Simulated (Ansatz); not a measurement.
Ideal-gas functions of CH$_{2}$BNO$_{2}$ (`N#COBO`) at 298.15 K and 1 bar, from an Ansatz frequency run at PBE0-D4/def2-TZVP.

Molar mass 70.84 g/mol, point group Cs (symmetry number 1), electronic degeneracy 1, moments of inertia 9.486, 198.264, 207.751 u Å². Harmonic wavenumbers (cm⁻¹, unscaled): 118, 170, 453, 542, 575, 577, 904, 919, 1054, 1157, 1272, 1450, 2410, 2673, 3912.

Use S(trans) = R[1.5 ln M + 2.5 ln T − 1.1517]; rotational temperatures θ = 24.2544 K / I; S(rot) = R[ln(√π/σ · √(T³/θAθBθC)) + 1.5]; for each mode x = 1.438777 ν̃/T, S = R[x/(eˣ − 1) − ln(1 − e⁻ˣ)] and H = RT x/(eˣ − 1); 1 cm⁻¹ = 0.0119627 kJ/mol; R = 8.31446 J/(mol·K).

Q: By hand: the entropy, in J/(mol·K).

A: Translation 162.0. Rotation: θ = 2.5569, 0.1223, 0.1167 K, giving 102.1. Vibration, mode by mode: 13.11, 10.19, 3.29, 2.35, 2.07, 2.05, 0.58, 0.54, 0.31, 0.21, 0.13, 0.06, 0.00, 0.00, 0.00, in all 34.9. Electronic 0.0. Sum 299.0 J/(mol·K).

Q: By hand: H − E and G − E in kJ/mol, counted from the electronic energy.

A: Zero-point energy ½ × 18186 × 0.0119627 = 108.8; thermal vibration 6.0; translation, rotation and pV give 4 RT = 9.9. H − E = 124.7 kJ/mol, and G − E = 124.7 − 298.15 × 299.0/1000 = 35.6 kJ/mol.

Vibration gives 12 % of the entropy, 13.1 J/(mol·K) of it from the mode under 150 cm⁻¹: soft modes count most, and the harmonic formula is weakest for them. The sum counts one conformer and one mirror image; others add a mixing term.
